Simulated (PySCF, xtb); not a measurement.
InHClBr, SMILES [Cl][InH][Br].

xtb 6.7.1 with GFN2-xTB at its own geometry gives an orbital gap of 3.45 eV and a dipole moment of 4.12 D.

The structure is a stationary point at PBE0-D3(BJ)/def2-SVP. The def2 effective core potentials stand for the cores of In; spin–orbit coupling is left out.

### Question
What does PySCF with CAM-B3LYP/def2-TZVPD give? (Estimate from the structure and the level; the computed values follow.)

### Answer
gap 8.52 eV (levels -9.80 and -1.28 eV), dipole 2.52 D.
